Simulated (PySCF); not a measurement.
# An excited-state table with gaps

Species: AsSb3SeSeSe nortricyclane, AsSb3Se3.
Bonds: As1–Se2, As1–Se5, As1–Se7, Se2–Sb3, Sb3–Sb4, Sb3–Sb6, Sb4–Se5, Sb4–Sb6, Sb6–Se7.

The calculation used TDDFT wB97X-D/def2-SVPD, vertical, gas phase, core orbitals frozen in the response, def2 core potentials past Kr (PySCF). The structure is a single PBE0-D3(BJ)/def2-SVP conformer in the gas phase; no vibrational or solvent corrections. Spin–orbit coupling is left out.

Lowest singlets, with some entries withheld (?). Orbitals of the list HOMO-3 to LUMO+2 that lie within 0.01 eV of each other are written together with a slash and their weights summed (≥ marks a lower bound); for degenerate orbitals outside that list single weights are arbitrary.

| state | E (eV) | f | main configurations (H = HOMO, L = LUMO) |
| --- | --- | --- | --- |
| S1 | ? | 0.0004 | H-1/H→L (≥94%) |
| S2 | ? | 0.0004 | H-1/H→L (≥94%) |
| S3 | 3.50 | 0.0000 | H-2→L (88%) |
| S4 | 3.79 | ? | ? |
| S5 | 3.86 | ? | ? |
| S6 | ? | 0.0005 | H-1/H→L+1 (≥33%), H-1/H→L+2 (≥18%), H-1/H→L+3 (≥16%) |
| S7 | ? | 0.0005 | H-1/H→L+1 (≥25%), H-1/H→L+3 (≥21%), H-1/H→L+2 (≥19%) |
| S8 | 4.08 | 0.0000 | H-1/H→L+2 (≥45%), H-1/H→L+3 (≥32%) |
| S9 | 4.13 | ? | H-1/H→L+4 (≥32%), H-1/H→L+1 (≥13%) |
| S10 | 4.13 | ? | H-1/H→L+4 (≥32%), H-1/H→L+1 (≥13%) |

Q: What stands in place of each question mark?

A: 
- S1: E = 3.01 eV
- S2: E = 3.01 eV
- S4: f = 0.0000; H-1/H→L+2 (≥49%), H-1/H→L+3 (≥29%)
- S5: f = 0.010; H-3→L (94%)
- S6: E = 3.87 eV
- S7: E = 3.87 eV
- S9: f = 0.0034
- S10: f = 0.0036

Q: What is the vertical ionisation energy by ΔSCF at this level?

A: 8.03 eV; −ε(HOMO) is 8.07 eV.

Q: Which level carries the most intensity, and what share of the listed sum of f?

A: S5, with f = 0.010 of 0.019, 53%.

Q: Where do the lowest triplets lie (Tamm–Dancoff)?

A: T1 2.78 eV, H-1/H→L (≥93%); T2 2.78 eV, H-1/H→L (≥93%); T3 3.22 eV, H-1/H→L+1 (≥55%), H-2→L (17%); T4 3.22 eV, H-2→L (64%), H-1/H→L+1 (≥13%). E(S1) − E(T1) = +0.23 eV.
